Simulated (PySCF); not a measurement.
A thermochemical cycle for NaCd

PBE0 in PySCF with def2-SVP on every atom (core potentials on Cd), for the lowest determinant that a PBE0 search found; no spin–orbit coupling. NaCd, a doublet (σ ↑), has De = 0.12 eV to neutral atoms, and NaCd⁺, a singlet (closed shell), has De = 0.45 eV to Na⁺ + Cd.

At the same level the Na atom ionises at 5.22 eV.

Q: What is the adiabatic ionisation energy of the molecule, and does ionisation strengthen or weaken the bond?

A: IE = IE(Na) + De(neutral) − De(ion) = 5.22 + 0.12 − 0.45 = 4.89 eV. De changes by +0.33 eV, so ionisation strengthens the bond.

Closed-shell solutions of metal pairs were not tested for spin polarisation, which can lower them a little. Weak bonds: NaCd, NaCd⁺. Basis-set superposition, not corrected here, can be much of De in a small basis, most of all at correlated wavefunction levels. For an ion De counts to the pair picked by the measured ionisation energies or electron affinities, which need not be the lowest pair at this level. States were picked by a PBE0 search and need not be the measured ground states.
